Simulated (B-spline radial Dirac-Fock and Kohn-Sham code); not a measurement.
# Magnetic form factor of the 3d shell of Eu³⁹⁺

System: europium as Eu³⁹⁺, [Ar] 3d6.

The computed values come from a radial B-spline solver: relativistic Hartree-Fock (Dirac-Fock) wave functions, averaged over the configuration. ⟨j_K⟩ is the integral of the 3d radial density with the spherical Bessel function j_K(4πsr), s = sin θ/λ.

```tsv
s (Å⁻¹)	⟨j0⟩	⟨j2⟩	⟨j4⟩
0	1.0000	0.0000	0.0000
0.05	0.9991	0.0004	0.0000
0.06	0.9986	0.0005	0.0000
0.08	0.9976	0.0010	0.0000
0.1	0.9962	0.0015	0.0000
0.13	0.9936	0.0026	0.0000
0.16	0.9903	0.0039	0.0000
0.2	0.9849	0.0060	0.0000
0.26	0.9747	0.0101	0.0000
0.32	0.9619	0.0151	0.0001
0.41	0.9383	0.0244	0.0003
0.52	0.9026	0.0381	0.0006
0.65	0.8521	0.0571	0.0015
0.82	0.7752	0.0850	0.0035
1.03	0.6691	0.1211	0.0079
1.3	0.5268	0.1640	0.0172
```

Radial moments of the shell: ⟨r²⟩ = 0.05147, ⟨r⁴⟩ = 0.004494, ⟨r⁶⟩ = 0.0005974 in powers of bohr.
